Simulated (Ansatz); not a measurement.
## Abstraction of F: GaH(CH3)F + C3H7O → GaH(CH3) + C3H7FO

Gas-phase species: GaH(CH3)F, singlet; C3H7O `[CH2]COC`, doublet; GaH(CH3), doublet; C3H7FO (2-fluoroethyl methyl ether) `COCCF`, singlet. A radical takes F: the energy is the difference in strength between the Ga–F bond broken and the C–F bond made.

Shapes, held fixed at every level: PBE0-D4/def2-TZVP. Flexible molecules stand in one conformer, not always the lowest. Programs: Ansatz 0.2.0. Electronic energies: no zero-point or thermal term.

| level | kind | ΔE (kJ/mol) |
| --- | --- | --- |
| MP2/def2-TZVPP | perturbation theory | +97.5 |
| SPW92/def2-TZVPP | LDA | +64.8 |
| PBE-D4/def2-TZVPP | GGA | +80.3 |
| BHLYP-D4/def2-TZVPP | global hybrid | +96.0 |
| PBE0-D4/def2-TZVPP | global hybrid | +84.9 |
| r2SCAN0-D4/def2-TZVPP | global hybrid | +100.9 |
| wB97X-V/def2-TZVPP | range-separated hybrid | +90.9 |

wB97X-V/def2-TZVPP gives ΔE = +90.9 kJ/mol; the levels span +64.8 to +100.9. The median of the levels is +90.9. No measured value is set beside it here. Open shells run unrestricted. Relativity is left out for Ga. Outer-core shells of Ga are correlated, in sets that cover them unevenly.
